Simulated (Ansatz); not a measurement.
```yaml
crystal:
  periodic: [false, false, false]
  atoms:
    - {symbol: B, position_ang: [-1.026222, 1.714049, 0.056451]}
    - {symbol: S, position_ang: [-1.310359, -0.023301, 0.722726]}
    - {symbol: C, position_ang: [0.265592, -0.760260, 0.526268]}
    - {symbol: N, position_ang: [0.839848, -0.827242, -0.867937]}
    - {symbol: H, position_ang: [-2.191652, 2.295807, -0.005448]}
    - {symbol: H, position_ang: [-0.017933, 2.103134, -0.304454]}
    - {symbol: H, position_ang: [0.400270, -1.583908, 1.177941]}
    - {symbol: H, position_ang: [1.104488, -0.033001, 0.931123]}
    - {symbol: H, position_ang: [0.285294, -1.592838, -1.359994]}
    - {symbol: H, position_ang: [1.698664, -0.992392, -1.008550]}
basis:
  gaussian: {orbitals: aug-cc-pVDZ}
hamiltonian: {xc: {name: B3LYP5}}
output: {forces: true}
```

```sh
$ ansatz run in.yaml --threads 2 --pin off --events-out ev --progress --plain --max-ram 4352MiB
```

It prints (some lines left out):

```
Functional definition: B3LYP5
1478 factors; integrals over basis functions are off by at most 7.9e-4 eV
mean field evaluation 1: about -14122.7497 eV, gradient 6.5e1 eV
mean field evaluation 2: about -14097.1068 eV, gradient 1.1e2 eV
mean field evaluation 4: about -14132.0291 eV, gradient 7.9e0 eV
mean field evaluation 8: about -14132.2204 eV, gradient 6.0e-1 eV
mean field evaluation 16: about -14132.2215 eV, gradient 5.5e-5 eV
mean field -14132.22152158 eV, -519.3495617542 hartree, gradient 5.5e-5 eV, S^2 0.000000; 0 other end points of the search recorded, 0 dependent functions left out
reference -14132.22184808 eV, -519.3495737527 hartree; 20, 20 occupied and 130, 130 virtual orbitals, 1478 factors
Total energy: -14132.22184808 eV, -519.3495737527 hartree
Atom 0 at    -1.026222     1.714049     0.056451 Å, force    -3.951469    -1.415387     0.781951 eV/Å
Atom 1 at    -1.310359    -0.023301     0.722726 Å, force    -0.877705     2.005262    -0.812450 eV/Å
Atom 2 at     0.265592    -0.760260     0.526268 Å, force     5.739165     2.960595    -0.671325 eV/Å
Atom 3 at     0.839848    -0.827242    -0.867937 Å, force   -11.928461    -0.630400     0.551031 eV/Å
Atom 4 at    -2.191652     2.295807    -0.005448 Å, force     1.923419    -0.507176     0.117390 eV/Å
Atom 5 at    -0.017933     2.103134    -0.304454 Å, force     1.330131     0.491679    -0.342091 eV/Å
Atom 6 at     0.400270    -1.583908     1.177941 Å, force    -0.291874    -1.706545     0.418542 eV/Å
Atom 7 at     1.104488    -0.033001     0.931123 Å, force    -1.729905    -0.925523     0.104032 eV/Å
Atom 8 at     0.285294    -1.592838    -1.359994 Å, force     1.031351     1.318314     0.293510 eV/Å
Atom 9 at     1.698664    -0.992392    -1.008550 Å, force     8.755348    -1.590819    -0.440590 eV/Å
Dipole moment:     0.359832    -0.273862     0.025582 e Å
```

Hardware: 2 threads of an Arm Neoverse V1 on a shared host. Wall time 4.9 s, peak host memory 0.37 GiB.
